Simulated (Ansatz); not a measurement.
`N[SiH2]O[SiH](N)O` and `CO[SiH](N)O` differ in one atom or group.

Ansatz, PBE0-D4/def2-TZVP geometries, multiplicity 1. Each molecule was computed in one conformer, which needn't be the lowest.

| property | `N[SiH2]O[SiH](N)O` |
| --- | --- |
| HOMO energy (ωB97M-V/def2-TZVPP) / eV | -10.02 |
| LUMO energy (PBE0/def2-TZVPP) / eV | 0.50 |
| LUMO energy (ωB97M-V/def2-TZVPP) / eV | 1.94 |
| size of the dipole moment (PBE/def2-TZVPP) / D | 2.92 |
| HOMO energy (PBE/def2-TZVPP) / eV | -6.19 |
| HOMO energy (PBE0/def2-TZVPP) / eV | -7.63 |

(1) Give the same properties after the change, and the shifts. (Estimate.)

## Answers

(1) The calculation gave: 
| property | `CO[SiH](N)O` | shift |
| --- | --- | --- |
| HOMO energy (ωB97M-V/def2-TZVPP) / eV | -10.24 | -0.22 |
| LUMO energy (PBE0/def2-TZVPP) / eV | 1.02 | 0.52 |
| LUMO energy (ωB97M-V/def2-TZVPP) / eV | 2.42 | 0.48 |
| size of the dipole moment (PBE/def2-TZVPP) / D | 0.98 | -1.94 |
| HOMO energy (PBE/def2-TZVPP) / eV | -6.31 | -0.12 |
| HOMO energy (PBE0/def2-TZVPP) / eV | -7.80 | -0.17 |

With PBE0 the HOMO falls by 0.17 eV and the LUMO rises by 0.52 eV, so the gap widens by about 0.69 eV. PBE moves the HOMO by -0.12 eV and ωB97M-V by -0.22 eV. Dipoles are sizes alone; their direction can turn.
